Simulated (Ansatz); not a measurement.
C$_{2}$H$_{10}$Al$_{2}$Si, SMILES `C[CH]([SiH3])[AlH][AlH2]` at its PBE0-D4/def2-TZVP geometry, where that method's forces vanish. Charge 0, multiplicity 1.

```xyz
15

C     0.8724   -1.1314    0.7212
C    -0.1215   -0.8462   -0.4134
Si    0.7621   -0.3884   -1.9970
Al   -1.4462    0.5508    0.0025
Al   -1.1247    2.0755    2.0769
H     0.3710   -1.4318    1.6464
H     1.4724   -0.2460    0.9572
H     1.5784   -1.9288    0.4659
H    -0.7030   -1.7473   -0.6587
H     1.3838    0.9640   -1.8678
H     1.8602   -1.3472   -2.3112
H    -0.1825   -0.3447   -3.1463
H    -2.6886    0.6814   -0.9946
H    -1.7305    1.6977    3.5054
H    -0.3033    3.4424    2.0136
```

Q: What forces (eV/Å) does B3LYP-D4/def2-TZVPP give on these atoms in Ansatz? (Estimate.)

A: Computed: 
```
C1   0.143 -0.063  0.178
C2  -0.154 -0.020 -0.149
Si3  0.098  0.019 -0.178
Al4 -0.145  0.058  0.006
Al5  0.004  0.043  0.052
H6   0.037  0.012 -0.041
H7  -0.026 -0.051 -0.002
H8  -0.033  0.039  0.028
H9   0.043  0.043  0.035
H10 -0.040 -0.085 -0.007
H11 -0.064  0.062  0.013
H12  0.066 -0.002  0.074
H13  0.076 -0.008  0.055
H14  0.036  0.024 -0.075
H15 -0.042 -0.072  0.011
```

B3LYP here is the variant with VWN-RPA as its local correlation; programs differ in this.
